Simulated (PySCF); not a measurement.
Peak assignment

Atoms are numbered as in `[O:1]=[C:2]([F:3])/[C:4](=[CH:5]/[F:6])[C:7]([F:8])([F:9])[F:10]` (H(Xn): hydrogen on atom n).

[PySCF: couplings computed with B3LYP/pcJ-1 (spin–dipole term only in couplings to heteroatoms); PBE0/pcSseg-1 with gauge-including orbitals; GFN2-xTB geometry; isolated molecule; fast rotation and ring inversion assumed for equivalent nuclei; one conformer; non-relativistic Hamiltonian]

Referencing at the same level of theory: TMS for $^{13}$C (σ = 186.93 ppm).

Q: Assign these signals to the numbered atoms. $^{13}$C{$^{1}$H} NMR (computed): δ 177.8 (CH, dd, J = 387.0, 3.2 Hz), 157.8 (C, dd, J = 400.6, 13.6 Hz), 129.5 (C, qd, J = 345.1, 6.4 Hz), 114.7 (C, dqd, J = 58.0, 33.7, 2.6 Hz).

A: 
| δ (ppm) | atoms | environment | reason |
| --- | --- | --- | --- |
| 177.8 | C5 | β carbon of a C=C–C=O unit | conjugation with the carbonyl draws π density from the β position |
| 157.8 | C2 | carbonyl carbon | – |
| 129.5 | C7 | CF3 carbon | 3 electronegative neighbours deshield it |
| 114.7 | C4 | α carbon of a C=C–C=O unit | the olefinic region |

Common functionals overestimate the size of one-bond C–F couplings by tens of Hz; these are unscaled. Shifts are as computed. Against solution values, carbons near 30 ppm lie about +3 ppm off and those near 130 ppm about +5 ppm. Of 1211 compounds with measured shifts, 218 miss one by over three times the rms of a fit or turn the order of signals round; such compounds aren't used in these exercises.
